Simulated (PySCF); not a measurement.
C2H3Cl2FSi, SMILES [SiH3]C(F)=C(Cl)Cl. Geometry optimised at PBE-D3(BJ)/def2-SVP. The structure was generated by enumeration, and PubChem lists no compound with its InChIKey, so it may never have been made.

Computed with PBE-D3(BJ)/def2-SVP (PySCF).

Harmonic wavenumbers (cm⁻¹): 90, 106, 132, 228, 283, 303, 364, 474, 479, 614, 646, 792, 874, 899, 904, 941, 1179, 1600, 2175, 2183, 2196. Rotational constants (GHz): 2.318, 1.401, 0.8823; symmetry number 1.

Work out the zero-point energy and the ideal-gas rigid-rotor harmonic-oscillator thermochemistry at 298.15 K and 1 atm.

ZPE = ½ Σ hcν = ½ × 17461 cm⁻¹ = 24.96 kcal/mol. H − E(el) = 30.45 kcal/mol. Entropy in cal/(mol K): translation 40.83, rotation 29.11, vibration 18.91, total 88.84. G − E(el) = 3.96 kcal/mol. Cp = 27.97 cal/(mol K). Modes under 150 cm⁻¹ make the vibrational entropy uncertain.
